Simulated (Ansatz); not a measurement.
Two structures of CH4ClGa, closed shell, reached by relaxing down either side of one saddle point (PBE0-D4/def2-TZVP). Energies are electronic, without zero-point energy. Computed with Ansatz 0.2.0 (basis: def2-TZVPP and def2-QZVPP); correlated methods freeze the cores. Filled d shells of the heavier atoms are correlated. The def2 sets are not built for correlating such inner shells, so the correlated values are less sure here. Extrapolation: Hartree–Fock as exp(−7.88 √X), correlation as X^−2.97. First:

```xyz
7
angstrom
Ga -0.2359 -0.8137 -0.5465
Cl 1.5160 -1.3875 -1.6743
H -1.4717 -1.7331 -0.7919
C -0.0008 0.7537 0.5922
H -0.9061 0.9985 1.1482
H 0.2838 1.6100 -0.0235
H 0.8146 0.5721 1.2958
```

Second:

Ga1  (0.028, -0.334, -0.275)
Cl2  (0.288, -3.224, -2.661)
H3  (0.197, -2.214, -1.827)
C4  (-0.108, 1.215, 1.003)
H5  (-1.116, 1.289, 1.428)
H6  (0.112, 2.163, 0.499)
H7  (0.598, 1.105, 1.833)
(Å)

Problem. Which bonds change from the first to the second?

Solution. CH₄ClGa ([CH3][GaH][Cl]) → CH₃Ga ([CH3][Ga]) + HCl; bonds formed: Cl2–H3; bonds broken: Ga1–Cl2, Ga1–H3.

Problem. Give the saddle point's structure and its height above each. (To be estimated.)

Solution. The calculation gives: 2.420 eV above the first and 0.547 eV above the second (CCSD(T) at an estimated basis limit (MP2 extrapolated from triple and quadruple zeta, plus CCSD(T) − MP2 in triple zeta)).
Ga1  (-0.848, -0.691, -0.213)
Cl2  (1.041, -1.712, -1.747)
H3  (-0.521, -1.921, -1.306)
C4  (-0.043, 0.863, 0.695)
H5  (-0.752, 1.352, 1.364)
H6  (0.296, 1.578, -0.059)
H7  (0.827, 0.530, 1.267)
(Å)

T1 diagnostic: at most 0.014. The restricted Hartree–Fock reference is unstable towards an unrestricted one at one or more of these structures.

Labels in which every atom is bracketed show which atoms are joined, not bond orders.

For scale, one of the runs: CCSD(T)/def2-TZVPP, 177 basis functions, launched by `ansatz run in.yaml --threads 2 --pin off --events-out ev --progress --plain --max-ram 4352MiB`. The run took 24 s on 2 CPU threads (shared host), with 1.6 GiB of host memory at its peak.
